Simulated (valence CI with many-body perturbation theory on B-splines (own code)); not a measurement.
**Rb V: electric-dipole lines**

Level of theory: configuration interaction combined with many-body perturbation theory (CI+MBPT): five valence electrons over a frozen Dirac-Fock core [Ar] 3d10, radial functions for each j: 11 s, 11 p, 10 d, 8 f, 5 g, 2 h, with the one-electron correlation potential Σ1, the two-electron term Σ2, the three-electron term Σ3, Breit, model QED; selected CI, second order for the rest, scaled by the run's own slope (own B-spline code, finite nucleus).

Set against measurement, 17 paired levels are off by 116 cm⁻¹ on average, the worst by 227. These come from a selection out of Sansonetti, J. Phys. Chem. Ref. Data 35, 301 (2006). Levels without a partner in it may be off by more. Among the levels kept, up to 3400 cm⁻¹ of a level comes from second order outside the variational space, and about a tenth of that is noise between levels of different J, which matters for small intervals. 2 measured levels below the end of the list, from 268680 cm⁻¹ on, found no clear computed partner, and computed levels of the same name lie up to 4452 cm⁻¹ from them.

Lines 101 to 150 of 599 in falling wavelength, among levels below 402620 cm⁻¹, chosen from the strongest by gf and those to the six lowest levels. Wavelengths and rates use the calculated energies, so an error of 100 cm⁻¹ moves a line at 1537 Å by 0.15 % and its rate by three times that or more. Electric multipoles are in the length gauge, E1 and E2 with the static RPA response of the core. Weak lines are less certain than strong ones. Lines between different terms over intervals too small for the method are left out, as are lines whose strength nearly cancels. Where a level lies close to another of its J and parity, the split of strength between their lines is uncertain. The highest levels of a list are the least certain.

Names give the largest LS component (configuration and term), which can be under half, so a name can repeat, a term be missing and a line seem to break the LS rules; names also repeat where a configuration has a term twice. Letters in brackets count levels of one name in rising energy.

```csv
λ vac (Å),Upper,Lower,A (s⁻¹),log gf,Branch %
1537,4s2 4p2 5d 2F_7/2 [b],4s 4p3 4d 4D°_7/2 [a],5.62e+07,-0.80,1.6
1533,4s2 4p2 5d 2F_7/2 [b],4s2 4p2 5p 2D°_5/2 [b],1.20e+08,-0.47,3.5
1532,4s2 4p2 5d 4P_5/2,4s2 4p2 5p 2D°_3/2 [b],2.68e+08,-0.25,7.4
1525,4s2 4p2 5d 2F_7/2 [b],4s2 4p2 5p 2F°_7/2,2.95e+08,-0.08,8.6
1512,4s2 4p2 5d 4D_1/2,4s2 4p2 5p 4P°_1/2,9.42e+08,-0.19,34.3
1503,4s2 4p2 5d 2D_3/2 [a],4s2 4p2 5p 2P°_1/2 [a],7.20e+08,-0.01,15.2
1498,4s2 4p2 5d 4F_3/2,4s2 4p2 5p 4D°_3/2,3.08e+08,-0.38,12.3
1497,4s2 4p2 5d 2F_7/2 [a],4s2 4p2 5p 4P°_5/2,1.73e+09,0.67,40.4
1495,4s2 4p2 6s 2P_3/2,4s2 4p2 5p 2D°_5/2 [b],3.53e+08,-0.32,3.5
1494,4s2 4p2 5d 2F_5/2 [b],4s2 4p2 5p 2D°_5/2 [b],9.60e+08,0.28,19.7
1494,4s2 4p2 5d 2F_5/2 [a],4s2 4p2 5p 2D°_5/2 [a],1.83e+08,-0.44,4.7
1492,4s2 4p2 5p 2F°_7/2,4s2 4p2 4d 2F_7/2 [b],5.83e+07,-0.81,2.8
1491,4s2 4p2 5d 2G_9/2,4s 4p3 4d 4D°_7/2 [a],3.49e+08,0.07,15.8
1486,4s2 4p2 5d 2F_5/2 [b],4s2 4p2 5p 2F°_7/2,9.62e+07,-0.72,2.0
1485,4s2 4p2 5d 4D_3/2,4s2 4p2 5p 2D°_3/2 [b],3.45e+08,-0.34,9.8
1485,4s2 4p2 5d 2F_7/2 [b],4s2 4p2 5p 2F°_5/2,1.62e+09,0.63,47.1
1484,4s2 4p2 5d 2F_5/2 [a],4s2 4p2 5p 2D°_3/2 [b],1.43e+09,0.45,37.1
1484,4s2 4p2 5d 4P_1/2,4s2 4p2 5p 4S°_3/2,1.72e+09,0.06,31.1
1484,4s2 4p2 5p 2D°_5/2 [b],4s2 4p2 4d 2F_7/2 [b],3.67e+08,-0.14,18.4
1482,4s2 4p2 5d 4D_5/2,4s2 4p2 5p 4S°_3/2,7.46e+08,0.17,21.9
1481,4s2 4p2 5d 4P_3/2,4s2 4p2 5p 4S°_3/2,1.34e+09,0.25,30.9
1480,4s2 4p2 5d 2P_3/2,4s2 4p2 5p 2D°_3/2 [a],3.79e+08,-0.30,11.7
1480,4s2 4p2 5d 2D_5/2 [a],4s2 4p2 5p 2P°_3/2 [a],1.50e+09,0.47,28.8
1479,4s2 4p2 5d 2G_9/2,4s2 4p2 5p 2F°_7/2,1.83e+09,0.78,83.2
1479,4s2 4p2 5d 4D_3/2,4s2 4p2 5p 4P°_1/2,9.91e+08,0.11,28.1
1479,4s2 4p2 5d 4F_3/2,4s2 4p2 5p 4D°_1/2,5.14e+08,-0.17,20.5
1479,4s2 4p2 5d 4F_9/2,4s2 4p2 5p 4D°_7/2,2.16e+09,0.85,97.8
1479,4s2 4p2 6s 2P_3/2,4s2 4p2 5p 2D°_3/2 [c],2.32e+08,-0.52,2.3
1478,4s2 4p2 5d 2F_5/2 [b],4s2 4p2 5p 2D°_3/2 [c],7.49e+08,0.17,15.4
1476,4s2 4p2 5d 2G_7/2,4s 4p3 4d 4D°_7/2 [a],5.45e+07,-0.85,1.4
1473,4s2 4p2 5d 4F_7/2,4s2 4p2 5p 4D°_5/2,2.04e+09,0.72,87.6
1472,4s2 4p2 5d 2G_7/2,4s2 4p2 5p 2D°_5/2 [b],1.39e+09,0.56,35.4
1469,4s2 4p2 5d 4F_5/2,4s2 4p2 5p 4D°_3/2,1.91e+09,0.57,66.4
1467,4s2 4p2 5d 4P_5/2,4s2 4p2 5p 2D°_3/2 [a],1.17e+09,0.36,32.2
1467,4s2 4p2 5d 2D_3/2 [a],4s2 4p2 5p 2P°_3/2 [a],3.99e+08,-0.29,8.4
1467,4s2 4p2 5d 2D_3/2 [b],4s2 4p2 5p 2D°_3/2 [c],9.28e+08,0.08,18.1
1464,4s2 4p2 5d 4D_7/2,4s2 4p2 5p 4D°_7/2,6.19e+08,0.20,27.0
1464,4s2 4p2 5d 2D_5/2 [a],4s2 4p2 5p 4P°_5/2,2.39e+08,-0.34,4.6
1464,4s2 4p2 5d 2G_7/2,4s2 4p2 5p 2F°_7/2,2.91e+08,-0.13,7.4
1464,4s2 4p2 5d 4P_5/2,4s2 4p2 5p 4D°_5/2,6.10e+08,0.07,16.7
1453,4s2 4p2 5d 4D_7/2,4s2 4p2 5p 2D°_5/2 [a],1.50e+09,0.58,65.5
1452,4s2 4p2 5p 2D°_3/2 [c],4s2 4p2 4d 2F_5/2 [b],3.27e+08,-0.38,15.0
1439,4s2 4p2 5d 2D_3/2 [a],4p5 2P°_1/2,1.44e+08,-0.75,3.0
1437,4s2 4p2 5p 2D°_5/2 [b],4s2 4p2 4d 2F_5/2 [b],1.07e+08,-0.70,5.3
1432,4s2 4p2 5d 4D_5/2,4s2 4p2 5p 4D°_7/2,1.93e+08,-0.45,5.6
1427,4s2 4p2 5d 2G_7/2,4s2 4p2 5p 2F°_5/2,4.19e+08,0.01,10.7
1424,4s2 4p2 5d 4D_3/2,4s2 4p2 5p 2D°_3/2 [a],1.70e+08,-0.68,4.8
1423,4s2 4p2 5d 2F_5/2 [a],4s2 4p2 5p 2D°_3/2 [a],4.01e+08,-0.14,10.4
1423,4s2 4p2 5d 2D_5/2 [b],4s2 4p2 5p 2D°_3/2 [c],2.82e+08,-0.29,5.4
1421,4s2 4p2 5d 4D_5/2,4s2 4p2 5p 2D°_5/2 [a],6.75e+08,0.09,19.8
```

How does gf follow from A for the line at 1495 Å?

gf = 1.4992 × (2J+1)_upper × A / σ², with σ = 66907 cm⁻¹ and 2J+1 = 4: gf = 0.473.
